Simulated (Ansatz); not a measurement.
Compare A (`CBC(N)[SiH3]`) with its isomer B (`CBN(C)[SiH3]`).

Computed with Ansatz on PBE0-D4/def2-TZVP structures; ΔE is electronic, products minus reactants. CCSD(T)/CBS adds triple-zeta CCSD(T) − MP2 to the extrapolated MP2 energy (def2 sets, frozen cores). Functionals use def2-TZVPP. B3LYP here is the variant with VWN-RPA as its local correlation; programs differ in this. Each species was taken in one conformer, which may not be the lowest.

**Question.** Which is lower in electronic energy at CCSD(T)/CBS, and by how much? (An estimate is asked.)

**Answer.** The calculation gave: B, by 41.4 kcal/mol.

**Question.** Give E(B) − E(A) in kcal/mol with CCSD(T)/def2-TZVPP, CCSD/def2-TZVPP, BLYP-D4, B3LYP-D4, CCSD(T)/def2-SVP, LDA (SPW92), ωB97M-V. (Estimate.)

**Answer.** Ansatz gave: CCSD(T)/def2-TZVPP -41.9, CCSD/def2-TZVPP -42.1, BLYP-D4 -40.8, B3LYP-D4 -41.4, CCSD(T)/def2-SVP -43.8, LDA (SPW92) -38.7, ωB97M-V -40.2. None reverses the order clearly.

**Question.** Does the order hold for the free energy at 298.15 K (harmonic terms from PBE0-D4)? (An estimate is asked.)

**Answer.** Ansatz gave: Yes: G(B) − G(A) = -40.9 kcal/mol, for one conformer each.

Largest T1 diagnostic: 0.012.

At CCSD(T), def2-SVP lies −2.4 kcal/mol from the extrapolated value and def2-TZVPP −0.4 kcal/mol. From PBE to PBE0 (25 % exact exchange), in def2-TZVPP and without D4, E(B) − E(A) moves by −1.0 kcal/mol.
